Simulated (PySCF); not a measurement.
Job for PySCF: R-B3LYP/6-31G* on H2Se (SMILES [SeH2]) with ghost functions, monomers drawn apart or pushed together.

```python
from pyscf import gto, scf, dft, mp
from pyscf.data.elements import chemcore

mol = gto.M(
    atom='''
    Se   -0.38374703   -0.74245878    3.93872156
    H    -0.83950969   -1.76924802    2.99726632
    H    -0.25789081   -1.73417105    5.02796856
    ghost-C    0.42266920   -0.08409219   -0.17174038
    ghost-N   -0.56392928    0.64091677    0.62844889
    ghost-H    0.01573767   -1.05905078   -0.44483626
    ghost-H    1.31075178   -0.26230605    0.43577258
    ghost-H    0.73302948    0.42346912   -1.09424791
    ghost-H   -1.41733207    0.79590041    0.10579976
    ghost-H   -0.21135666    1.55009867    0.90148183
    ''',
    basis='6-31g*',
    cart=True,
    charge=0, spin=0, verbose=3, max_memory=1800)
mf = dft.RKS(mol, xc='b3lyp')
mf.conv_tol = 1e-8
mf.max_cycle = 100
mf.kernel()
if not mf.converged:
    mf = mf.newton().run(mf.mo_coeff, mf.mo_occ)
```

Predict the final total energy.

-2402.4896 hartree.
